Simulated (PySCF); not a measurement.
Can point charges reproduce the dipole moment of `N[SiH2][SiH2]P`?

Coordinates (PBE0-D3(BJ)/def2-SVP, Å) and charges (e) from the PBE0/pcSseg-1 density (PySCF):

```json
{"atom": "N1", "x": "-1.653", "y": "1.162", "z": "-0.009", "Mulliken": "-0.6412", "IAO": "-0.8285", "Hirshfeld": "-0.3128", "ESP-fitted": "-0.9107"}
{"atom": "Si2", "x": "-1.344", "y": "-0.536", "z": "0.182", "Mulliken": "+0.4978", "IAO": "+0.6080", "Hirshfeld": "+0.2734", "ESP-fitted": "+0.5400"}
{"atom": "Si3", "x": "0.957", "y": "-0.777", "z": "-0.219", "Mulliken": "+0.0635", "IAO": "+0.2358", "Hirshfeld": "+0.1769", "ESP-fitted": "+0.1940"}
{"atom": "P4", "x": "1.814", "y": "1.281", "z": "0.225", "Mulliken": "-0.2247", "IAO": "-0.0905", "Hirshfeld": "-0.0177", "ESP-fitted": "-0.3431"}
{"atom": "H5", "x": "-2.564", "y": "1.545", "z": "0.218", "Mulliken": "+0.2019", "IAO": "+0.2627", "Hirshfeld": "+0.1204", "ESP-fitted": "+0.3769"}
{"atom": "H6", "x": "-1.239", "y": "1.657", "z": "-0.791", "Mulliken": "+0.2115", "IAO": "+0.2639", "Hirshfeld": "+0.1103", "ESP-fitted": "+0.3384"}
{"atom": "H7", "x": "-2.138", "y": "-1.470", "z": "-0.690", "Mulliken": "-0.0952", "IAO": "-0.1469", "Hirshfeld": "-0.0946", "ESP-fitted": "-0.1644"}
{"atom": "H8", "x": "-1.661", "y": "-0.912", "z": "1.596", "Mulliken": "-0.0816", "IAO": "-0.1199", "Hirshfeld": "-0.0825", "ESP-fitted": "-0.1145"}
{"atom": "H9", "x": "1.560", "y": "-1.876", "z": "0.598", "Mulliken": "-0.0321", "IAO": "-0.0917", "Hirshfeld": "-0.0759", "ESP-fitted": "-0.0995"}
{"atom": "H10", "x": "1.238", "y": "-1.068", "z": "-1.661", "Mulliken": "-0.0276", "IAO": "-0.0906", "Hirshfeld": "-0.0785", "ESP-fitted": "-0.0498"}
{"atom": "H11", "x": "3.170", "y": "0.838", "z": "0.327", "Mulliken": "+0.0616", "IAO": "-0.0034", "Hirshfeld": "-0.0117", "ESP-fitted": "+0.1248"}
{"atom": "H12", "x": "1.569", "y": "1.185", "z": "1.628", "Mulliken": "+0.0660", "IAO": "+0.0012", "Hirshfeld": "-0.0071", "ESP-fitted": "+0.1079"}
```

Problem. Compute μ = Σ q r for each scheme (1 e·Å = 4.803 D) and compare with the dipole of the full density.

Solution. The full density gives (-0.76, 0.11, -0.13) D, 0.78 D in size; dipole vectors point from the negative to the positive end.

```tsv
scheme	μx	μy	μz	size (D)	share of the full size (%)	angle to the full dipole (°)
Mulliken	-0.88	-1.21	-0.01	1.50	191	62
IAO	-0.66	-0.73	-0.48	1.09	140	55
Hirshfeld	-0.40	0.58	-0.23	0.74	95	47
ESP-fitted	-0.74	0.12	-0.14	0.76	97	1
```

Problem. Which set comes closest?

Solution. Length of the difference vector: ESP-fitted 0.03 D, Hirshfeld 0.61 D, IAO 0.91 D, Mulliken 1.33 D. Closest: ESP-fitted. ESP charges are fitted to the potential around the molecule, whose slowest-falling term is the dipole's. 

Problem. What is left for the Hirshfeld atoms' own dipoles?

Solution. The Hirshfeld atoms' densities add up to the full density, so μ = Σ q r + Σ (atomic dipoles). The atomic dipoles sum to (-0.76, 0.11, -0.13) − (-0.40, 0.58, -0.23) = (-0.36, -0.47, 0.10) D, 0.61 D in size.

Problem. With the origin at the mean of the coordinates, (-0.024, 0.086, 0.117) Å, which are the largest single terms, by size, of the IAO dipole along the direction of the full one?

Solution. N1 -7.00, Si2 +3.48, H5 +3.36, H6 +1.97, H7 -1.40 D; all 12 atoms together +0.63 D. The single terms depend on the origin, their sum doesn't.

Problem. Give the size of the full dipole in other units.

Solution. 0.78 D = 0.308 au = 0.163 e·Å = 2.61 × 10⁻³⁰ C·m.

The structure is a single PBE0-D3(BJ)/def2-SVP conformer in the gas phase; no vibrational or solvent corrections.

Shape of the structure used: `[NH2:1][SiH2:2][SiH2:3][PH2:4]`: N1–Si2–Si3–P4 24°, H–N1–Si2–Si3 -173°, H–N1–Si2–Si3 44°, H–P4–Si3–Si2 164°, H–P4–Si3–Si2 69°.
